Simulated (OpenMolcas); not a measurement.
Hf I: from CASSCF to CASPT2

* Program: OpenMolcas 26.06
* Basis: ANO-RCC-VDZP [7s6p4d2f1g]
* Scalar Hamiltonian: DKH2, point nucleus
* Active space: 4 electrons in 6 orbitals (5d 6s)
* State averaging: 2S+1 = 5 even, 15 roots (10 in the spin-orbit step); 2S+1 = 3 even, 55 roots; 2S+1 = 1 even, 43 roots
* Spin-orbit coupling: state interaction with AMFI integrals over the reference wave functions, term energies averaged over their components

Methods on the same reference wave functions:
A. CASSCF
B. SS-CASPT2, IPEA 0.25 Eh, imaginary shift 0.1 Eh (closed shells correlated: 5s 5p)
C. MS-CASPT2, IPEA 0.25 Eh, imaginary shift 0.1 Eh (closed shells correlated: 5s 5p)

Energies in eV above 5d2 6s2 3F2, the measured ground level; measured values from NIST Handbook of Basic Atomic Spectroscopic Data.

```csv
Level,A,B,C,Measured
5d2 6s2 3F2,0.0000,0.0000,0.0000,0.0000
5d2 6s2 3F3,0.2679,0.283,0.292,0.2922
5d2 6s2 3F4,0.5275,0.543,0.556,0.5663
5d2 6s2 3P0,0.5278,0.529,0.484,0.6846
5d2 6s2 3P1,0.6304,0.647,0.609,0.8149
5d3 6s 5F1,1.0539,1.691,1.715,
5d3 6s 5F2,1.1337,1.773,1.796,
5d3 6s 5F3,1.2468,1.889,1.913,
5d3 6s 5F4,1.3817,2.030,2.054,
5d2 6s2 1G4,1.4064,1.433,1.427,1.3059
5d3 6s 5F5,1.5379,2.181,2.205,
5d3 6s 5P1,2.2027,2.704,2.718,
5d3 6s 5P2,2.2573,2.748,2.752,
5d3 6s 5P3,2.3792,2.888,2.912,
5d3 6s 3G3,2.6432,3.134,3.159,
5d3 6s 3G4,2.6797,3.196,3.221,
5d3 6s 3G5 [73 %],2.7891,3.323,3.348,
5d3 6s 3F2(1),2.8782,3.137,3.155,
5d3 6s 3D1 [71 %],3.0111,3.265,3.273,
5d3 6s 3F3(1) [60 %],3.0996,3.395,3.418,
5d3 6s 3D2 [63 %],3.1685,3.431,3.437,
5d3 6s 3P0(1) [66 %],3.2709,3.459,3.470,
```

Deviations, from unrounded energies. A percentage is the sum of absolute deviations over the sum of measured energies, with the sign that they share, or ± where signs differ.

```tsv
Against measurement	Levels	A	B	C
mean absolute deviation (cm-1)	5	810	780	870
fine structure of the ground term (%)	2	-7.4	-3.9	±1.3
other terms of the ground configuration (%)	3	±15.7	±16.1	±18.8
```

A, B lie about equally close to measurement and C furthest from it. The largest miss of B in the table is 5d2 6s2 3P1, by -1400 cm-1. The ranking rests on the paired levels alone, and a cruder setting can come out closer through cancelling errors.

Between B and C the level of the table that moves most is 5d2 6s2 3P0, by 360 cm-1 (lowest in C, highest in B). Moves below CASPT2's spread within the term are not significant.

The mean deviations of B to C differ by less than CASPT2's widest spread within a term (770 cm-1), so their order carries little weight.

From A to B the spin-free energies of the other terms of 5d2 6s2 shown, above 3F, scale by factors of 1.00 to 1.01.

The lowest spin-free term lies below A's lowest term by 0.205 hartree in B, 0.206 hartree in C.

CASPT2 breaks the degeneracy within a term, and the mean is taken; among the terms shown or strongly mixed into the levels shown the widest spread is 770 cm-1 (5d3 6s 3F(1), C). Over all roots computed the reference weight is 0.87 to 0.96 in B, 0.87 to 0.96 in C; the roots of lowest weight are the least certain, and an intruder state may touch them. Some high roots are left out of the spin-orbit mixing, which shifts the levels that they would mix with. A single d shell beside an s shell can misplace configurations of different d count against each other. Without dynamic correlation excited terms often stand tens of per cent too high (terms of higher spin than the ground term too low), and those without a measured partner can miss by more than the paired ones (holds for A). The CASPT2 spread within a term exceeds the gap to the next term for 5d3 6s 3F(1) and 5d3 6s 3D, so the order of their levels is uncertain, and so are names and mixing where such terms share a J (holds for B; C). Some terms miss by over 15 % even with CASPT2, which points to a basis or an active space too small for the shells correlated (holds for B; C). Computed and measured levels are paired by configuration, term and J; levels that our copy of the source lacks, or whose pairing is in doubt (as where it misses far off the trend of its configuration), stay unpaired and out of the deviations. Only configurations of the active space appear. The table leaves out levels that lie high or whose names do not pair safely across all columns.

A share in square brackets marks a mixed level and gives the weight of the term that names it, the lowest over the columns. A number in round brackets counts repeated terms of one configuration in the order of the reference energies.
